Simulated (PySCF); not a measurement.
SMILES N#CCC[SiH3] (C3H7NSi), singlet, GFN2-xTB optimised geometry.

```
12

N      2.74    -0.10     0.00
C      1.60    -0.10     0.00
C      0.16    -0.09    -0.05
C     -0.33     0.07    -1.50
Si    -2.23     0.08    -1.62
H     -0.20     0.74     0.57
H     -0.21    -1.03     0.38
H      0.08    -0.75    -2.10
H      0.09     0.99    -1.91
H     -2.74     1.19    -0.80
H     -2.60     0.26    -3.02
H     -2.74    -1.19    -1.11
```

Density from B3LYP/def2-TZVP (PySCF 2.14.0) at that geometry.

Minimum of the electron density along straight lines between bonded atoms, close to the bond critical point (lines longer than 1.1 times the sum of covalent radii, or with two minima, are not listed):

```json
[
 {"bond": "N1–C2", "length / Å": "1.143", "ρ at the minimum / e bohr⁻³": "0.507", "∇²ρ there / e bohr⁻⁵": "___", "position (fraction from the first atom)": "0.65"},
 {"bond": "C2–C3", "length / Å": "1.440", "ρ at the minimum / e bohr⁻³": "0.281", "∇²ρ there / e bohr⁻⁵": "___", "position (fraction from the first atom)": "0.55"},
 {"bond": "C3–C4", "length / Å": "1.533", "ρ at the minimum / e bohr⁻³": "___", "∇²ρ there / e bohr⁻⁵": "-0.57", "position (fraction from the first atom)": "0.51"},
 {"bond": "C4–Si5", "length / Å": "1.906", "ρ at the minimum / e bohr⁻³": "0.117", "∇²ρ there / e bohr⁻⁵": "0.15", "position (fraction from the first atom)": "0.61"},
 {"bond": "C3–H6", "length / Å": "1.094", "ρ at the minimum / e bohr⁻³": "0.280", "∇²ρ there / e bohr⁻⁵": "-0.97", "position (fraction from the first atom)": "0.65"},
 {"bond": "C3–H7", "length / Å": "1.094", "ρ at the minimum / e bohr⁻³": "0.280", "∇²ρ there / e bohr⁻⁵": "-0.97", "position (fraction from the first atom)": "0.65"},
 {"bond": "C4–H8", "length / Å": "1.092", "ρ at the minimum / e bohr⁻³": "0.277", "∇²ρ there / e bohr⁻⁵": "-0.94", "position (fraction from the first atom)": "0.64"},
 {"bond": "C4–H9", "length / Å": "1.092", "ρ at the minimum / e bohr⁻³": "0.277", "∇²ρ there / e bohr⁻⁵": "-0.94", "position (fraction from the first atom)": "0.64"},
 {"bond": "Si5–H10", "length / Å": "1.465", "ρ at the minimum / e bohr⁻³": "0.125", "∇²ρ there / e bohr⁻⁵": "0.18", "position (fraction from the first atom)": "0.49"},
 {"bond": "Si5–H11", "length / Å": "1.461", "ρ at the minimum / e bohr⁻³": "0.126", "∇²ρ there / e bohr⁻⁵": "0.19", "position (fraction from the first atom)": "0.49"},
 {"bond": "Si5–H12", "length / Å": "1.465", "ρ at the minimum / e bohr⁻³": "0.125", "∇²ρ there / e bohr⁻⁵": "0.18", "position (fraction from the first atom)": "0.49"}
]
```

**Question.** Some entries are withheld; supply them.

**Answer.** 
- N1–C2, ∇²ρ there / e bohr⁻⁵: -0.12
- C2–C3, ∇²ρ there / e bohr⁻⁵: -0.81
- C3–C4, ρ at the minimum / e bohr⁻³: 0.239
